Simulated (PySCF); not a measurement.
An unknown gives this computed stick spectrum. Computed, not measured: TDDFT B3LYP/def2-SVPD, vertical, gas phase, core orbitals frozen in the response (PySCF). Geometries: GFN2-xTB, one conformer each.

```json
{"state": "S1", "ν̃ (cm⁻¹)": "45300", "f": "0.051", "main configurations (H = HOMO, L = LUMO)": "H→L (55%), H→L+1 (40%)"}
{"state": "S2", "ν̃ (cm⁻¹)": "46310", "f": "0.053", "main configurations (H = HOMO, L = LUMO)": "H→L+1 (58%), H→L (38%)"}
{"state": "S3", "ν̃ (cm⁻¹)": "49350", "f": "0.0047", "main configurations (H = HOMO, L = LUMO)": "H→L+2 (97%)"}
{"state": "S4", "ν̃ (cm⁻¹)": "51820", "f": "0.015", "main configurations (H = HOMO, L = LUMO)": "H→L+3 (97%)"}
{"state": "S5", "ν̃ (cm⁻¹)": "53440", "f": "0.015", "main configurations (H = HOMO, L = LUMO)": "H-1→L (82%)"}
{"state": "S6", "ν̃ (cm⁻¹)": "53830", "f": "0.0040", "main configurations (H = HOMO, L = LUMO)": "H→L+4 (93%)"}
{"state": "S7", "ν̃ (cm⁻¹)": "55680", "f": "0.0037", "main configurations (H = HOMO, L = LUMO)": "H-1→L+1 (94%)"}
{"state": "S8", "ν̃ (cm⁻¹)": "57760", "f": "0.0063", "main configurations (H = HOMO, L = LUMO)": "H→L+5 (91%)"}
```

Question: Which candidate is it? All have the formula C6H8O.
A. `CC=C=CC(C)=O`
B. `C=C=C=CCOC`
C. `C1=CC[C@@H]2[C@H]1[C@H]2O`

Answer: C. Its S1, at 5.62 eV, is the highest among the candidates; the nearest of the others has S1 at 4.12 eV. S1 is HOMO→LUMO (55%), HOMO→LUMO+1 (40%). Löwdin shares by element: HOMO carbon 48% or more, oxygen 17% (atoms not listed hold the other 35%); LUMO carbon 66% or more, hydrogen 6% or more (atoms not listed hold the other 28%). At the same level the other candidates give, for their lowest levels:
- `CC=C=CC(C)=O`: 3.75 eV (f 0.000); 4.98 eV (f 0.000); 5.76 eV (f 0.065); 6.25 eV (f 0.317); 6.26 eV (f 0.019); T1 3.31 eV; HOMO -6.91, LUMO -1.68 eV
- `C=C=C=CCOC`: 4.12 eV (f 0.001); 4.88 eV (f 0.111); 5.34 eV (f 0.403); 5.69 eV (f 0.004); 6.37 eV (f 0.009); T1 2.76 eV; HOMO -6.69, LUMO -1.72 eV
Triplets come from the Tamm–Dancoff approximation.
